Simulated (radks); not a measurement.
Q: All-electron atom: B2+ in [He] 2s1. Method: scalar-relativistic Kohn-Sham, r2SCAN, spin-polarised, spherical densities, finite nucleus; open shells are filled with parallel spins first; meta-GGA in the generalised Kohn-Sham scheme; Fermi nuclear charge, rms radius 2.406 fm; computed with a radial shooting solver on a logarithmic mesh with Libxc functionals. Some entries of the table are withheld. Estimate them.

| orbital | occ. | eigenvalue (eV) | <r^2> (bohr^2) |
|---|---|---|---|
| 1s up | 1 | (1) | 0.1444 |
| 1s down | 1 | (2) | 0.1448 |
| 2s up | 1 | -32.9187 | 3.092 |

A: 
(1) 1s up eigenvalue (eV): -214.3508
(2) 1s down eigenvalue (eV): -213.7011
